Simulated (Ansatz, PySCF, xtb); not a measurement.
Complex: HCl (SMILES Cl) (first 2 atoms) with H2 (SMILES [H][H]); geometry from B3LYP-D3(BJ)/def2-TZVP, rigid monomers moved along the line of their centres of mass till H2···H4 is 2.08 Å.
(charge 0, multiplicity 1):
| atom | x (Å) | y (Å) | z (Å) |
|---|---|---|---|
| Cl | -0.1180 | -0.5884 | -0.7213 |
| H | -0.0738 | -0.4022 | 0.5470 |
| H | -0.3610 | -0.0066 | 2.5725 |
| H | 0.3575 | -0.2035 | 2.5755 |

```csv
level,interaction energy (kcal/mol),"minus CCSD(T)/CBS(aug-cc-pV(T+d)Z, aug-cc-pV(Q+d)Z)",cost
GFN-FF,0.68,1.12,-
HF/STO-3G (no counterpoise),1.26,1.69,-
HF/6-31G*,1.06,1.49,-
HF/6-31G* (no counterpoise),0.97,1.41,-
HF/aug-cc-pV(D+d)Z,0.61,1.04,-
PBE/def2-TZVPPD,-0.60,-0.16,×1
PBE-D3(BJ)/def2-TZVPPD,-0.93,-0.49,×1
B3LYP/3-21G (no counterpoise),-0.24,0.19,-
B3LYP/6-31G*,0.19,0.62,-
B3LYP/6-31G* (no counterpoise),0.09,0.52,-
B3LYP/6-311+G** (no counterpoise),-0.04,0.40,-
B3LYP/def2-TZVPPD,-0.04,0.40,×1
B3LYP-D3(BJ)/def2-TZVPPD,-0.55,-0.11,×1
B3LYP-D4/def2-TZVPPD,-0.44,0.00,×1
wB97M-V/def2-TZVPPD,-0.34,0.10,×3
MP2/6-31G* (no counterpoise),0.66,1.10,-
SCS-MP2/aug-cc-pV(T+d)Z,-0.10,0.34,-
CCSD/aug-cc-pV(T+d)Z,-0.18,0.25,-
CCSD(T)/aug-cc-pV(T+d)Z,-0.32,0.11,×10
"CCSD(T)/CBS(aug-cc-pV(T+d)Z, aug-cc-pV(Q+d)Z)",-0.44,0.00,×100*
```

 The comparison column counts from a level with limits of its own.

The rows run from -0.93 (PBE-D3(BJ)/def2-TZVPPD) to 1.26 kcal/mol (HF/STO-3G (no counterpoise)). The dispersion term adds -0.32 in PBE-D3(BJ), -0.51 in B3LYP-D3(BJ), -0.40 in B3LYP-D4. The 3 functionals in def2-TZVPPD without D3 or D4 span 0.56, from PBE to B3LYP.

Interaction energies are E(AB) − E(A) − E(B) at the monomers' geometry in the complex; basis-set methods are counterpoise corrected. Rows marked so take none.

Correlated levels freeze the cores. CBS(a, b) extrapolates the correlation energy as X⁻³ and adds the Hartree–Fock energy of set b. Rows in 3-21G, 6-311+G**, 6-31G*, STO-3G carry no dispersion term and start afresh at each structure (6-31G* with six Cartesian d functions). MP2/6-31G* freezes PySCF's default core.

Codes used: Ansatz (an electronic-structure program); PySCF for 3-21G rows, 6-311+G** rows, 6-31G* rows, STO-3G rows, the dispersion terms; xtb for the GFN methods. 

Costs are rough ratios of core time to PBE/def2-TZVPPD (about 1.2 s over the structures, on one shared machine); a dash marks a level with no comparable run of its own. A star marks coupled-cluster runs past 200 virtual orbitals, where the program's memory plan changes under this machine's limit, so their costs aren't comparable with smaller runs.
